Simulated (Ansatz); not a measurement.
Molecule: ZnHS, net charge 1, singlet state. SMILES: [SH][Zn+]
Structure (B3LYP-D3(BJ)/def2-TZVP (Ansatz, a first-principles code) minimum search):
```xyz
3

Zn    -0.3566    -0.6416    -0.2847
S      0.5771     1.1739     0.4591
H      1.4649     0.4663     1.1952
```
Charge +1, spin multiplicity 1.

Property: vertical triplet-singlet gap, E(triplet) - E(singlet), in eV. Set-up: LANL2DZ with its own core potentials from Na on; no spin-orbit coupling; open shells spin-unrestricted; dispersion terms only where a functional's name holds one; each state is the SCF solution reached for its charge and spin; non-relativistic; six Cartesian d functions in 6-31G* and its kin unless marked 5d. First-principles rows: single points at B3LYP-D3(BJ) geometries (Ansatz). The spin state of an ion or metal species was assumed, not searched. Levels can end on unlike triplets.

| level | program | vertical triplet-singlet gap, E(triplet) - E(singlet) (eV) |
|---|---|---|
| B3LYP/STO-3G | Ansatz | -2.81 |
| B3LYP/3-21G | Ansatz | 1.66 |
| B3LYP/6-31G* | Ansatz | 1.55 |
| B3LYP/6-31G* with LANL2DZ past Ar | Ansatz | 1.64 |
| B3LYP/def2-TZVPD | Ansatz | 1.41 |

No value to compare with is used here. The 4 habitual levels span -2.81 (B3LYP/STO-3G) to 1.66 eV (B3LYP/3-21G); B3LYP/def2-TZVPD gives 1.41.

The sets are all those run for this method; runs whose electronic state is in doubt are left out.
